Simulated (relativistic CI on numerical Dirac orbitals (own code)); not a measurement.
# Calculated levels, Nd LI

Calculated at this level of theory: Dirac-Coulomb-Breit CI, separate exchange-only KLI orbitals for each configuration, model QED, unscaled Slater integrals (own radial code, finite nucleus).

Configurations in the expansion (outside the closed core 1s2): 2s2 2p6, 2s2 2p5 3s, 2s2 2p5 3p, 2s2 2p5 3d, 2s 2p6 3s, 2s 2p6 3p, 2s 2p6 3d, 2s2 2p5 4s, 2s2 2p5 4p, 2s2 2p5 4d, 2s2 2p5 4f, 2s 2p6 4s, 2s2 2p4 3s2, 2s 2p6 4p, 2s 2p6 4d, 2s 2p6 4f. Levels of other configurations are missing.

```csv
No.,Configuration,Term,J,E (eV),%,Landé g,jj configuration (%)
1,2s2 2p6,1S,0,0.00,100,,closed (100)
2,2s2 2p5 3s,3P°,2,5305.94,100,1.481,2p3/2^3 3s (100)
3,2s2 2p5 3s,1P°,1,5312.37,66,1.146,2p3/2^3 3s (100)
4,2s2 2p5 3p,3P,1,5414.00,49,1.515,2p3/2^3 3p1/2 (100)
5,2s2 2p5 3p,3D,2,5416.32,51,1.146,2p3/2^3 3p1/2 (100)
6,2s2 2p5 3p,3D,3,5556.63,100,1.318,2p3/2^3 3p3/2 (100)
7,2s2 2p5 3p,1P,1,5556.73,57,1.289,2p3/2^3 3p3/2 (100)
8,2s2 2p5 3p,3P,2,5566.29,67,1.319,2p3/2^3 3p3/2 (100)
9,2s2 2p5 3p,1S,0,5608.44,58,,2p3/2^3 3p3/2 (99)
10,2s2 2p5 3d,3P°,0,5678.52,100,,2p3/2^3 3d3/2 (100)
11,2s2 2p5 3d,3P°,1,5685.69,72,1.204,2p3/2^3 3d3/2 (94)
12,2s2 2p5 3d,3F°,3,5688.72,54,1.053,2p3/2^3 3d3/2 (100)
13,2s2 2p5 3d,3D°,2,5693.97,56,1.079,2p3/2^3 3d3/2 (99)
14,2s2 2p5 3d,3F°,4,5717.90,100,1.237,2p3/2^3 3d5/2 (100)
15,2s2 2p5 3d,1D°,2,5722.94,51,1.178,2p3/2^3 3d5/2 (99)
16,2s2 2p5 3d,3D°,3,5730.87,70,1.224,2p3/2^3 3d5/2 (100)
17,2s2 2p5 3d,1P°,1,5754.31,62,0.952,2p3/2^3 3d5/2 (93)
18,2s2 2p5 3s,3P°,0,5841.08,100,,2p1/2 2p3/2^4 3s (100)
19,2s2 2p5 3s,3P°,1,5844.48,65,1.307,2p1/2 2p3/2^4 3s (99)
20,2s2 2p5 3p,3D,1,5947.92,73,0.646,2p1/2 2p3/2^4 3p1/2 (100)
21,2s2 2p5 3p,3P,0,5984.22,58,,2p1/2 2p3/2^4 3p1/2 (99)
22,2s2 2p5 3p,3P,1,6091.62,50,1.493,2p1/2 2p3/2^4 3p3/2 (98)
23,2s2 2p5 3p,3D,2,6095.52,49,1.153,2p1/2 2p3/2^4 3p3/2 (100)
24,2s 2p6 3s,3S,1,6202.40,97,1.974,2s 3s (97)
25,2s2 2p5 3d,3F°,2,6222.91,74,0.754,2p1/2 2p3/2^4 3d3/2 (100)
26,2s 2p6 3s,1S,0,6223.77,100,,2s 3s (100)
27,2s2 2p5 3d,3D°,1,6241.65,47,0.838,2p1/2 2p3/2^4 3d3/2 (97)
28,2s2 2p5 3d,3P°,2,6257.12,46,1.278,2p1/2 2p3/2^4 3d5/2 (100)
29,2s2 2p5 3d,3F°,3,6260.20,43,1.100,2p1/2 2p3/2^4 3d5/2 (100)
30,2s 2p6 3p,3P°,0,6309.97,100,,2s 3p1/2 (100)
```

Energies count from the lowest computed level; ° marks odd parity. Filled j subshells are mostly left out of the jj labels.

The mean weight of the leading LS term, summed over parents, in these 30 levels is 70 %, and that of the leading jj configuration (from the same eigenvectors) 99 %, so jj coupling describes them better and the LS labels are nominal.

At this charge energies of transitions that change n are usually good to better than 1 %, and those within a shell (Δn = 0) to a few per cent.

LS names give the leading component of a level, which can be under half, so a name can repeat, a term be missing and a line seem to break the LS rules.
